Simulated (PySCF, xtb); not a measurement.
C2H7BO, SMILES BOCC.

GFN2-xTB (xtb) at its own geometry gives an orbital gap of 5.82 eV and a dipole moment of 1.95 D.

The structure is a stationary point at TPSSh-D3(BJ)/def2-SVP. This is a generated structure with no PubChem entry under its InChIKey; it may be hypothetical. One conformer was computed; it need not be the lowest.

**Question.** What does B3LYP/def2-TZVP in PySCF give? (The exact figures need the calculation; the answer reports its results.)

**Answer.** gap 7.72 eV (levels -8.31 and -0.59 eV), dipole 1.79 D.
